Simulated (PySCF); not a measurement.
Species: C₇H₄F₃ (charge -1).
Bonds: F1–C2, C2–F3, C2–C4 (double), C4–F5, C4–C6, C6–C7 (aromatic), C7–C8 (aromatic), C8–C9 (aromatic), C9–C10 (aromatic), C6–C10 (aromatic). Hydrogens: H11 on C7; H12 on C8; H13 on C9; H14 on C10.

Structure optimised with GFN2-xTB, isolated species.

Entries marked ? are missing.

| coordinate | value |
| --- | --- |
| F1–C2 | 1.365 Å |
| C2–F3 | 1.354 Å |
| C2=C4 | 1.348 Å |
| C4–F5 | ? |
| C4–C6 | 1.410 Å |
| C6–C7 | 1.418 Å |
| C7–C8 | ? |
| C8–C9 | ? |
| C9–C10 | 1.374 Å |
| C6–C10 | ? |
| C7–H11 | 1.077 Å |
| C8–H12 | 1.081 Å |
| C9–H13 | 1.081 Å |
| C10–H14 | 1.078 Å |
| F1–C2–F3 | 108.7° |
| F1–C2–C4 | 125.1° |
| F3–C2–C4 | 126.2° |
| C2–C4–F5 | 113.1° |
| C2–C4–C6 | 130.2° |
| F5–C4–C6 | ? |
| C4–C6–C7 | 127.5° |
| C4–C6–C10 | ? |
| C7–C6–C10 | ? |
| C6–C7–C8 | 107.9° |
| C7–C8–C9 | 108.6° |
| C8–C9–C10 | 108.4° |
| C6–C10–C9 | 108.0° |

**Question.** Fill in the missing values.

**Answer.** 
- C4–F5 = 1.377 Å, drawn single (vinylic C–F carbon to vinyl fluorine); 0.08 Å above the sum of covalent radii, 1.30 Å.
- C7–C8 = 1.375 Å, aromatic (both ends aromatic CH carbon); 0.08 Å below the sum of covalent radii, 1.46 Å.
- C8–C9 = 1.410 Å, aromatic (both ends aromatic CH carbon); 0.05 Å below the sum of covalent radii, 1.46 Å.
- C6–C10 = 1.419 Å, aromatic (substituted aromatic carbon to aromatic CH carbon); 0.04 Å below the sum of covalent radii, 1.46 Å.
- F5–C4–C6 = 116.8°, at the vinylic C–F carbon; the outer atoms are 2.373 Å apart.
- C4–C6–C10 = 125.4°, at the substituted aromatic carbon; the outer atoms are 2.514 Å apart.
- C7–C6–C10 = 107.1°, at the substituted aromatic carbon, inside a 5-membered ring; the outer atoms are 2.282 Å apart.

Radii are Cordero's, carbon taken as 0.76, 0.73 or 0.69 Å for four, three, and two or fewer neighbours.

No frequency check. Torsions: C2–C4–C6–C7 0°.

One conformer stands for the species.

These are computed values.
